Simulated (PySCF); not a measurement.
# Where the electron goes

C4H7N3OSi.
Structure used (GFN2-xTB), in Å, numbered top down from 1:
```xyz
16
C4H7N3OSi angstrom
C      2.352   -1.274    0.201
C      1.445   -0.183   -0.343
O      0.158   -0.334    0.209
Si    -1.225    0.479    0.038
N     -2.488   -0.175    0.979
C     -1.028    2.279    0.517
N     -0.863    3.375    0.802
C     -1.792    0.504   -1.746
N     -2.096    0.509   -2.849
H      3.348   -1.165   -0.219
H      1.960   -2.253   -0.062
H      2.413   -1.203    1.284
H      1.833    0.807   -0.082
H      1.376   -0.249   -1.435
H     -2.914   -1.048    0.718
H     -2.488   -0.062    1.978
```

Computed, not measured: TDDFT PBE0/def2-SVPD, vertical, gas phase, core orbitals frozen in the response in PySCF.

Frontier orbitals with the atoms that hold most of them (Löwdin shares over 4%, at most four atoms; ? is withheld):

```json
{"orbital": "HOMO-3", "ε (eV)": "-10.23", "atoms": "N7 28%, N9 28%, C6 21%, C8 21%"}
{"orbital": "HOMO-2", "ε (eV)": "-9.76", "atoms": "O3 42%, C2 17%, C1 15%, Si4 5%"}
{"orbital": "HOMO-1", "ε (eV)": "-9.27", "atoms": "O3 45%, C2 19%, H13 9%, H14 9%"}
{"orbital": "HOMO", "ε (eV)": "-8.83", "atoms": "?"}
{"orbital": "LUMO", "ε (eV)": "-1.38", "atoms": "?"}
{"orbital": "LUMO+1", "ε (eV)": "-1.15", "atoms": "C8 17%, C6 17%, Si4 17%, N9 16%"}
{"orbital": "LUMO+2", "ε (eV)": "0.19", "atoms": "C6 19%, C8 19%, N9 17%, N7 17%"}
```

(1) Give the leading atoms of the LUMO.

(2) Which atoms hold the HOMO, and with what shares?

(3) How does S1 compare with the orbital gap of 7.45 eV?

(4) One configuration dominates each of S1, S2, S3 and S4. Which, and how do the shares of the two leading atoms of either orbital change from the occupied to the empty one?

Answers

(1) Si4 (bonded to 2 C, N and O) 20%; C8 (bonded to N and Si) 17%; C6 (bonded to N and Si) 17%; N9 (bonded to C) 16%. By element: carbon 33% or more, silicon 20%, nitrogen 16% or more.

(2) N5 (bonded to Si and 2 H) 69%; Si4 (bonded to 2 C, N and O) 8%; H15 (bonded to N) 6%; H16 (bonded to N) 6%. By element: nitrogen 69% or more, hydrogen 13% or more, silicon 8%.

(3) S1 is at 6.15 eV (f = 0.0094), 1.30 eV below the gap, made of HOMO→LUMO (97%). Without the coupling terms of the response equations the lowest excitation would equal the gap.

(4) 
- S1 (6.15 eV, f 0.0094), HOMO→LUMO (97%): N5 69% → at most 17%, Si4 8% → 20%, C8 at most 7% → 17%
- S2 (6.60 eV, f 0.047), HOMO→LUMO+1 (96%): N5 69% → at most 16%, Si4 8% → 17%, C8 at most 7% → 17%, C6 at most 7% → 17%
- S3 (6.67 eV, f 0.0007), HOMO-1→LUMO (93%): O3 45% → at most 17%, C2 19% → at most 17%, Si4 at most 9% → 20%, C8 at most 9% → 17%
- S4 (6.82 eV, f 0.0036), HOMO-1→LUMO+1 (94%): O3 45% → at most 16%, C2 19% → at most 16%, C8 at most 9% → 17%, C6 at most 9% → 17%

One conformer stands for the species.
